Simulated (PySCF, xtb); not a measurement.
F₂HIOSi, SMILES [Si](O)(F)(I)F.

xtb 6.7.1 with GFN2-xTB at its own geometry gives an orbital gap of 6.65 eV and a dipole moment of 5.11 D.

Geometry: B3LYP-D3(BJ)/def2-SVP. The def2 effective core potentials stand for the cores of I; spin–orbit coupling is left out. Other conformers were not sampled.

**Question.** What does PBE/def2-TZVP in PySCF give? (The exact figures need the calculation; the answer reports its results.)

**Answer.** gap 5.42 eV (levels -7.09 and -1.67 eV), dipole 1.30 D.
